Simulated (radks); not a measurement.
Values are calculated unless marked as measured or tabulated.
Problem. Neutral potassium, 19 electrons, occupied as [Ar] 4s1 (the NIST ground configuration). Level of theory: scalar-relativistic Kohn-Sham, exchange-only LDA, spin-polarised, spherical densities, finite nucleus; open shells are filled with parallel spins first; Fermi nuclear charge, rms radius 3.4349 fm (a radial shooting solver on a logarithmic mesh with Libxc functionals). Some entries of the table are withheld. Estimate them.

| orbital | occ. | eigenvalue (hartree) | r(max) (bohr) |
|---|---|---|---|
| 1s up | 1 | -128.9573 | 0.05315 |
| 1s down | 1 | -128.9569 | 0.05315 |
| 2s up | 1 | -12.87707 | 0.3191 |
| 2s down | 1 | -12.87668 | 0.3191 |
| 2p up | 3 | -10.22150 | 0.2626 |
| 2p down | 3 | -10.22119 | 0.2626 |
| 3s up | 1 | -1.24070 | 1.077 |
| 3s down | 1 | -1.23923 | 1.077 |
| 3p up | 3 | (1) | 1.156 |
| 3p down | 3 | (2) | 1.155 |
| 4s up | 1 | -0.08079 | 4.158 |
| 4p up | 0 | -0.02538 | 5.802 |
| 4s down | 0 | -0.01843 | 3.899 |
| 5s up | 0 | -0.00078 | (3) |

Solution. 
(1) 3p up eigenvalue (hartree): -0.64270
(2) 3p down eigenvalue (hartree): -0.63927
(3) 5s up r(max) (bohr): 14.47
